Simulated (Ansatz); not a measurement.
System: InF2, charge 0, doublet. InF2 (SMILES [F][In][F], doublet).
B3LYP-D3(BJ)/def2-TZVP minimum from Ansatz (a program for electronic structure):
```
In
F 1 1.9759
F 1 1.9759 2 117.83
```
Charge 0, spin multiplicity 2.

Total energies in def2-TZVPP, 17 correlated electrons, 11 frozen orbitals. Open shells are spin-unrestricted; no spin-orbit coupling. Cores are frozen in correlated methods (noble-gas shells, and filled d and f shells in the p block). Past Kr the def2 sets carry scalar-relativistic core potentials. Spin-orbit terms, left out, reach several kcal/mol for Br and I, and more for heavier atoms. The spin of F2In ([F][In][F], doublet) was assumed, and the state is the lowest solution found for it.

```json
[
 {"method": "HF", "program": "Ansatz", "energy (Eh)": "-388.22307", "minus CCSDT(Q) (mEh)": "578.84"},
 {"method": "MP2", "program": "Ansatz", "energy (Eh)": "-388.78840", "minus CCSDT(Q) (mEh)": "13.52"},
 {"method": "CCSD", "program": "Ansatz", "energy (Eh)": "-388.78328", "minus CCSDT(Q) (mEh)": "18.63"},
 {"method": "CCSD(T)", "program": "Ansatz", "energy (Eh)": "-388.80067", "minus CCSDT(Q) (mEh)": "1.24"},
 {"method": "CCSDT(Q)", "program": "Ansatz", "energy (Eh)": "-388.80192", "minus CCSDT(Q) (mEh)": "0.00"}
]
```

Rough core times of Ansatz's runs on a shared machine: CCSD(T) under 20 s, CCSDT(Q) 40 min.
